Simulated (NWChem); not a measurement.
CH$_{4}$CdOS; SMILES C[O][Cd][SH]

```xyz
8

Cd     0.1139     0.0369    -0.0240
O      0.4625    -1.9239     0.0480
C     -0.5852    -2.8614    -0.0075
H     -1.1732    -2.8361    -0.9588
H     -0.1436    -3.8832     0.0615
H     -1.3200    -2.7783     0.8321
S     -0.1739     2.3670    -0.0286
H     -0.2384     2.4145     1.3337
```
Atoms are numbered in this order, from 1.

Results from NWChem. The geometry was optimised at PBE-D3(BJ)/def2-SVP (def2 core potentials past Kr).

Question: Estimate the computed values for PBE/STO-3G, non-relativistic. Quantities: highest occupied level (eV); orbital gap (eV); dipole (D).

Answer: 
| Item | Result |
|---|---|
| highest occupied level (eV) | -1.38 |
| orbital gap (eV) | 4.49 |
| dipole (D) | 0.64 |
